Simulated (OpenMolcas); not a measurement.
## 2s² 2p⁴ along the 8-electron sequence

* Program: OpenMolcas 26.06
* Method: SS-CASPT2, IPEA 0.25 Eh, imaginary shift 0.1 Eh
* Basis: ANO-R3
* Scalar Hamiltonian: X2C, finite nucleus
* Spin-orbit coupling: state interaction with AMFI integrals over the reference wave functions, term energies averaged over their components

Active space for each ion: 4 electrons in 3 orbitals (2p); closed shells correlated by CASPT2: 1s 2s.

Computed levels in cm-1 above ³P₂:

| Level | O | F+ | Ne2+ |
| --- | --- | --- | --- |
| ³P₁ | 148 | 319 | 600 |
| ³P₀ | 221 | 473 | 885 |
| ¹D₂ | 15700 | 21000 | 26150 |
| ¹S₀ | 35420 | 47200 | 58550 |
| weight of ³P in the lowest level (%) | 100 | 100 | 100 |

Measured, with the error of the calculation in %. Measured levels: O, F+ from NIST Handbook of Basic Atomic Spectroscopic Data; Ne2+ from Moore, Atomic Energy Levels, vol. I, NSRDS-NBS 35 (1971 reprint of NBS Circular 467, 1949).

```tsv
Level	O	F+	Ne2+
³P₁	158 (-6.3)	341 (-6.5)	650 (-7.7)
³P₀	227 (-2.7)	490 (-3.4)	927 (-4.6)
¹D₂	15868 (-1.1)	20873 (+0.6)	25841 (+1.2)
¹S₀	33793 (+4.8)	44918 (+5.1)	55747 (+5.0)
```

The fine-structure level ³P₀ changes by a factor of 4 from O to Ne2+. Its fourth root runs 3.86, 4.66, 5.45, with steps per unit of Z of 0.81, 0.79; equal steps would mean a (Z - σ)^4 law with constant σ.

¹D₂ changes by a factor of 1.67 over the same range, with steps per unit of Z of +5300, +5150 cm-1.

CASPT2 breaks the degeneracy within a term, and the mean is taken; among the terms shown or strongly mixed into the levels shown the widest spread is 110 cm-1 (2s² 2p⁴ ¹D, O). With the s shell closed, the reference lacks s² → p² mixing. Measured partners are found by configuration, term and J. A level has none where our copy of the source lacks it or the pairing is in doubt (some pairs that miss far off the trend of their configuration count as doubtful), and it then counts in no deviation. Levels of configurations outside the active space are missing.
